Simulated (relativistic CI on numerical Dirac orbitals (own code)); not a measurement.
## Se28+: sensitivity of the levels to the model

Base calculation: Dirac-Coulomb-Breit CI, separate exchange-only KLI orbitals for each configuration, model QED (radiative potential, 1s self-energy scaled to tabulated hydrogen-like ionisation energies), unscaled Slater integrals.

Configurations in the expansion (outside the closed core 1s2): 2s2 2p2, 2s 2p3, 2p4, 2p3 3s, 2p3 3p, 2p3 3d, 2s2 2p 3s, 2s2 2p 3p, 2s2 2p 3d, 2s 2p2 3s, 2s 2p2 3p, 2s 2p2 3d, 2s2 2p 4s, 2s2 2p 4p, 2s2 2p 4d, 2s2 2p 4f. Levels of other configurations are missing.

Variants: (1) only the first 3 configurations; (2) non-relativistic limit. Shifts of the energy above 2s2 2p2 3P_0, in eV, for the lowest level and the first level of each name with at least 55 % of one term (blank where a level changes its place among those of its configuration and J or its character, or is not in the variant):

```
       Level     Base    Δ(1)      Δ(2)
2s2 2p2 3P_0    0.000   0.000     0.000
2s2 2p2 3P_1   36.978  +0.112   -36.978
2s2 2p2 1S_0  112.708  -0.356   -75.899
2s 2p3 5S°_2  122.886  -0.428   -73.665
2s 2p3 3D°_1  166.946  +0.039   -65.553
2s 2p3 3D°_2  175.387  -0.060   -73.994
2s 2p3 3D°_3  188.655  +0.044   -87.262
2s 2p3 3P°_0  208.427  -0.213   -88.990
2s 2p3 3P°_1  213.047  -0.030   -93.610
2s 2p3 1P°_1  286.949  +0.332  -115.968
    2p4 3P_2  335.387  +0.158   -98.943
    2p4 3P_0  358.054  +0.156  -121.609
    2p4 3P_1  376.900  +0.101  -140.455
    2p4 1D_2  389.152  +0.354  -135.289
```

At this charge energies of transitions that change n are usually good to better than 1 %, and those within a shell (Δn = 0) to a few per cent.

Ionisation energy from the two ground configurations alone: base 3150.84 eV. The NIST ASD value (semi-empirical) is 3146 eV.

LS names give the leading component of a level, which can be under half, so a name can repeat, a term be missing and a line seem to break the LS rules.
